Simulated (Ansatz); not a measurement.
**Counterpoise correction, worked out**

The pair of SiH4 (SMILES [SiH4], atoms 1–5) and SO2 (SMILES O=S=O, atoms 6–8), both closed shells, in one local arrangement (a lower one may exist), relaxed at PBE0-D4/def2-TZVP:

```xyz
8
angstrom
Si -0.0957 -0.0618 -1.4370
H 0.2089 -0.2012 -2.8857
H 1.1727 -0.0978 -0.6681
H -0.9702 -1.1855 -1.0178
H -0.7887 1.2302 -1.2089
O -0.9469 0.2153 1.8166
S 0.0147 0.0700 2.8678
O 1.4050 0.0304 2.5329
```

Ansatz 0.2.0; basis: def2-TZVPPD; cores frozen in the correlated methods.

MP2 total energies in eV:

| system | geometry | basis functions | energy |
| --- | --- | --- | --- |
| pair | pair | all | -22840.39447 |
| SiH4 | as in the pair | all (partner as ghosts) | -7929.47307 |
| SO2 | as in the pair | all (partner as ghosts) | -14910.88090 |
| SiH4 | as in the pair | its own | -7929.46743 |
| SO2 | as in the pair | its own | -14910.87018 |
| SiH4 | free (PBE0-D4 minimum) | its own | -7929.46796 |
| SO2 | free (PBE0-D4 minimum) | its own | -14910.86985 |

Question: Work out the interaction energy with and without the counterpoise correction, the superposition error, and the binding energy from the relaxed fragments.

Answer: Without correction: -22840.39447 − (-7929.46743) − (-14910.87018) = -0.05686 eV.
With correction (each fragment in the whole basis): -22840.39447 − (-7929.47307) − (-14910.88090) = -0.04050 eV = -0.93 kcal/mol.
The superposition error is the difference, 0.01636 eV, 29 % of the uncorrected value: each fragment borrows its partner's functions.
Deformation from the free shapes: 0.00053 eV for SiH4 and -0.00033 eV for SO2 (a small negative value is possible, since the free shapes are minima of another method).
Binding energy from relaxed fragments: -0.04050 + 0.00053 + (-0.00033) = -0.04030 eV = -0.93 kcal/mol (electronic, without zero-point energy; negative means bound). For comparison, the corrected interaction energy by CCSD(T) at an estimated basis limit (MP2 extrapolated from triple and quadruple zeta, plus CCSD(T) − MP2 in triple zeta) is -0.048 eV.

The T1 diagnostic stays at or below 0.022. The restricted Hartree–Fock reference is unstable towards an unrestricted one at one or more of these structures.

For scale, one of the runs: CCSD(T)/def2-TZVPPD, 247 basis functions, launched by `ansatz run in.yaml --threads 4 --pin off --events-out ev --progress --plain --max-ram 9574MiB`. The run took 110 s on 4 CPU threads of an Arm Neoverse V2 (shared host), with 4.8 GiB of host memory at its peak.
